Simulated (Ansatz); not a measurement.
SiHClF₂, closed shell: a nudged elastic band.

in.yaml

```yaml
crystal:
  periodic: [false, false, false]
  atoms:
    - {symbol: Si, position_ang: [0.416732, -0.787286, 0.942699]}
    - {symbol: F, position_ang: [-1.122447, -0.766655, 1.397598]}
    - {symbol: F, position_ang: [0.361183, -1.904402, -0.208559]}
    - {symbol: H, position_ang: [0.652437, 2.118366, -0.898308]}
    - {symbol: Cl, position_ang: [-0.307905, 1.339977, -1.233429]}
basis:
  gaussian: {orbitals: def2-SVP}
hamiltonian: {xc: pbe0, dispersion: d4}
neb:
  images: 5
  climbing: true
  max_iterations: 30
  initial_path: idpp
  final_atoms:
    - {symbol: Si, position_ang: [0.069090, -0.008485, 0.069838]}
    - {symbol: F, position_ang: [0.607421, -1.418151, -0.387865]}
    - {symbol: F, position_ang: [-0.925207, -0.242899, 1.271036]}
    - {symbol: H, position_ang: [1.186414, 0.831007, 0.507411]}
    - {symbol: Cl, position_ang: [-0.937717, 0.838528, -1.460420]}
```

Run by:

```bash
ansatz run in.yaml --threads 2 --pin off --events-out ev --progress --plain --max-ram 4352MiB
```

Output of Ansatz 0.2.0:

```
Functional definition: PBE0
  name "PBE0"
  cite "Adamo & Barone, J. Chem. Phys. 110, 6158 (1999) doi:10.1063/1.478522"
  cite "Perdew, Burke & Ernzerhof, Phys. Rev. Lett. 77, 3865 (1996) doi:10.1103/PhysRevLett.77.3865"
  parent pbe
  parameter a = 0.25
  parameter kappa = 0.804
  parameter beta = 0.06672455060314922
  exchange = (1 - a)*pbe_x(kappa = kappa, mu = beta*pi^2/3) + a*exact_x
  correlation = pbe_c(beta = beta)
679 factors; integrals over basis functions are off by at most 3.8e-4 eV
mean field evaluation 1: about -25826.4200 eV, gradient 4.1e1 eV
mean field evaluation 2: about -25822.2688 eV, gradient 6.7e1 eV
mean field evaluation 4: about -25829.1026 eV, gradient 7.7e-1 eV
mean field evaluation 8: about -25829.1116 eV, gradient 5.4e-3 eV
mean field -25829.11160496 eV, -949.2023438815 hartree, gradient 2.4e-5 eV, S^2 0.000000; 0 other end points of the search recorded, 0 dependent functions left out
the calculation of the forces begins
reference -25829.11162678 eV, -949.2023446834 hartree; 25, 25 occupied and 44, 44 virtual orbitals, 679 factors
679 factors; integrals over basis functions are off by at most 7.9e-4 eV
mean field evaluation 16: about -25826.9902 eV, gradient 5.5e1 eV
mean field -25831.49064770 eV, -949.2897720896 hartree, gradient 7.5e-6 eV, S^2 0.000000; 0 other end points of the search recorded, 0 dependent functions left out
the calculation of the forces begins
reference -25831.49066611 eV, -949.2897727665 hartree; 25, 25 occupied and 44, 44 virtual orbitals, 679 factors
WARN: NEB end point (image 0): max|allowed force component| = 8.512e-1 eV/Å (the criterion of neb.relax_end_points is 1.000e-2). That is over neb.f_tol: it is no minimum, so the barrier can be far off. Relax it first
WARN: NEB end point (image 6): max|allowed force component| = 9.624e-1 eV/Å (the criterion of neb.relax_end_points is 1.000e-2). That is over neb.f_tol: it is no minimum, so the barrier can be far off. Relax it first
679 factors; integrals over basis functions are off by at most 3.8e-4 eV
mean field evaluation 32: about -25828.4190 eV, gradient 1.1e0 eV
mean field -25828.43073371 eV, -949.1773223245 hartree, gradient 3.3e-5 eV, S^2 0.000000; 0 other end points of the search recorded, 0 dependent functions left out
the calculation of the forces begins
reference -25828.43075630 eV, -949.1773231550 hartree; 25, 25 occupied and 44, 44 virtual orbitals, 679 factors
680 factors; integrals over basis functions are off by at most 3.5e-4 eV
mean field -25826.99251633 eV, -949.1244688109 hartree, gradient 1.8e-5 eV, S^2 0.000000; 0 other end points of the search recorded, 0 dependent functions left out
the calculation of the forces begins
reference -25826.99253770 eV, -949.1244695961 hartree; 25, 25 occupied and 44, 44 virtual orbitals, 680 factors
680 factors; integrals over basis functions are off by at most 3.4e-4 eV
mean field evaluation 64: about -25825.4669 eV, gradient 2.7e0 eV
mean field -25825.51665421 eV, -949.0702318782 hartree, gradient 4.0e-5 eV, S^2 0.000000; 0 other end points of the search recorded, 0 dependent functions left out
the calculation of the forces begins
reference -25825.51667577 eV, -949.0702326705 hartree; 25, 25 occupied and 44, 44 virtual orbitals, 680 factors
680 factors; integrals over basis functions are off by at most 8.7e-4 eV
mean field -25826.36071740 eV, -949.1012506284 hartree, gradient 5.9e-5 eV, S^2 0.000000; 0 other end points of the search recorded, 0 dependent functions left out
the calculation of the forces begins
reference -25826.36073884 eV, -949.1012514162 hartree; 25, 25 occupied and 44, 44 virtual orbitals, 680 factors
679 factors; integrals over basis functions are off by at most 1.1e-3 eV
mean field evaluation 96: about -25824.9079 eV, gradient 5.6e1 eV
mean field -25829.77611246 eV, -949.2267640819 hartree, gradient 1.9e-5 eV, S^2 0.000000; 0 other end points of the search recorded, 0 dependent functions left out
the calculation of the forces begins
reference -25829.77613201 eV, -949.2267648002 hartree; 25, 25 occupied and 44, 44 virtual orbitals, 679 factors
NEB iter   1: max|band force component| = 5.811e0 eV/Å  barrier→ = 3.5830 eV  barrier← = 5.9693 eV  Δτ_max = 0.2000 Å  (180 SCF iters)
NEB iter   2: max|band force component| = 3.844e0 eV/Å  barrier→ = 2.8864 eV  barrier← = 5.2727 eV  Δτ_max = 0.2000 Å  (165 SCF iters)
NEB iter   3: max|band force component| = 4.728e0 eV/Å  barrier→ = 1.8679 eV  barrier← = 4.2542 eV  Δτ_max = 0.1026 Å  (162 SCF iters)
NEB iter   4: max|band force component| = 2.211e0 eV/Å  barrier→ = 1.7496 eV  barrier← = 4.1359 eV  Δτ_max = 0.2000 Å  (141 SCF iters)
NEB iter   5: max|band force component| = 1.837e0 eV/Å  barrier→ = 1.0772 eV  barrier← = 3.4635 eV  Δτ_max = 0.1324 Å  (155 SCF iters)
NEB iter   6: max|band force component| = 1.400e0 eV/Å  barrier→ = 1.0918 eV  barrier← = 3.4781 eV  Δτ_max = 0.1896 Å  (141 SCF iters)
NEB iter   7: max|band force component| = 6.465e-1 eV/Å  barrier→ = 1.2970 eV  barrier← = 3.6833 eV  Δτ_max = 0.2000 Å  (152 SCF iters)
NEB iter   8: max|band force component| = 7.687e-1 eV/Å  barrier→ = 1.1578 eV  barrier← = 3.5441 eV  Δτ_max = 0.1009 Å  (152 SCF iters)
NEB iter   9: max|band force component| = 6.348e-1 eV/Å  barrier→ = 1.0792 eV  barrier← = 3.4655 eV  Δτ_max = 0.1003 Å  (141 SCF iters)
NEB iter  10: max|band force component| = 5.459e-1 eV/Å  barrier→ = 1.0486 eV  barrier← = 3.4349 eV  Δτ_max = 0.1006 Å  (143 SCF iters)
NEB iter  11: max|band force component| = 1.362e0 eV/Å  barrier→ = 0.9923 eV  barrier← = 3.3786 eV  CI = image 4  Δτ_max = 0.1006 Å  (140 SCF iters)
NEB iter  12: max|band force component| = 1.259e0 eV/Å  barrier→ = 1.1998 eV  barrier← = 3.5861 eV  CI = image 4  Δτ_max = 0.1006 Å  (143 SCF iters)
NEB iter  13: max|band force component| = 1.348e0 eV/Å  barrier→ = 1.2702 eV  barrier← = 3.6565 eV  CI = image 4  Δτ_max = 0.1020 Å  (141 SCF iters)
NEB iter  14: max|band force component| = 1.199e0 eV/Å  barrier→ = 1.3148 eV  barrier← = 3.7011 eV  CI = image 4  Δτ_max = 0.1978 Å  (141 SCF iters)
NEB iter  15: max|band force component| = 1.038e0 eV/Å  barrier→ = 1.1525 eV  barrier← = 3.5388 eV  CI = image 4  Δτ_max = 0.1014 Å  (153 SCF iters)
NEB iter  16: max|band force component| = 9.460e-1 eV/Å  barrier→ = 1.0459 eV  barrier← = 3.4322 eV  CI = image 4  Δτ_max = 0.2000 Å  (144 SCF iters)
NEB iter  17: max|band force component| = 8.019e-1 eV/Å  barrier→ = 0.8828 eV  barrier← = 3.2691 eV  CI = image 4  Δτ_max = 0.2000 Å  (149 SCF iters)
NEB iter  18: max|band force component| = 7.175e-1 eV/Å  barrier→ = 0.8376 eV  barrier← = 3.2239 eV  CI = image 4  Δτ_max = 0.2000 Å  (145 SCF iters)
NEB iter  19: max|band force component| = 6.845e-1 eV/Å  barrier→ = 0.8361 eV  barrier← = 3.2224 eV  CI = image 4  Δτ_max = 0.1612 Å  (146 SCF iters)
NEB iter  20: max|band force component| = 5.907e-1 eV/Å  barrier→ = 0.8116 eV  barrier← = 3.1979 eV  CI = image 4  Δτ_max = 0.1094 Å  (144 SCF iters)
NEB iter  21: max|band force component| = 5.421e-1 eV/Å  barrier→ = 0.7237 eV  barrier← = 3.1100 eV  CI = image 4  Δτ_max = 0.1315 Å  (140 SCF iters)
NEB iter  22: max|band force component| = 4.067e-1 eV/Å  barrier→ = 0.7264 eV  barrier← = 3.1127 eV  CI = image 4  Δτ_max = 0.0559 Å  (142 SCF iters)
NEB iter  23: max|band force component| = 1.854e-1 eV/Å  barrier→ = 0.7142 eV  barrier← = 3.1005 eV  CI = image 4  Δτ_max = 0.0485 Å  (142 SCF iters)
NEB iter  24: max|band force component| = 1.325e-1 eV/Å  barrier→ = 0.7081 eV  barrier← = 3.0944 eV  CI = image 4  Δτ_max = 0.0305 Å  (131 SCF iters)
NEB iter  25: max|band force component| = 1.021e-1 eV/Å  barrier→ = 0.7066 eV  barrier← = 3.0929 eV  CI = image 4  Δτ_max = 0.0155 Å  (134 SCF iters)
NEB iter  26: max|band force component| = 3.519e-2 eV/Å  barrier→ = 0.7059 eV  barrier← = 3.0922 eV  CI = image 4  CI's point: of a kind that is not told: the force calls were inconclusive, a negative curvature could not be distinguished from the path's own, the only one lies far off the path, or fixed occupations may fill a level only in part  Δτ_max = 0.0000 Å  (1008 SCF iters)
WARN: NEB end point (image 0): the path dips 0.026270 eV below it before the top, so the barrier from the dip is that much higher. The path crosses a lower well, or the end point is a saddle point, which neb.relax_end_points tests for
Total energy: -25828.48590733 eV, -949.1793499179 hartree
Atom 0 at     0.345553    -0.473801     0.264918 Å, force    -0.014996    -0.048359    -0.012293 eV/Å
Atom 1 at    -0.972023    -1.128636     0.921877 Å, force    -0.001297    -0.016041    -0.003368 eV/Å
Atom 2 at     0.518026    -1.223547    -1.151610 Å, force    -0.002388     0.005634     0.018186 eV/Å
Atom 3 at     0.646747     1.111297     0.424737 Å, force     0.015939     0.053784    -0.005667 eV/Å
Atom 4 at    -0.538303     1.714687    -0.459921 Å, force     0.002741     0.004982     0.003143 eV/Å
Dipole moment:     0.308090    -0.013217     0.220766 e Å

[the SCF lines of later steps are left out]
```

Hardware: 2 CPU threads of an Arm Neoverse V2, shared host. Wall time about 2.4 min.


The run ended normally. Two like atoms were exchanged in the final structure, so the band follows another path than the intended step.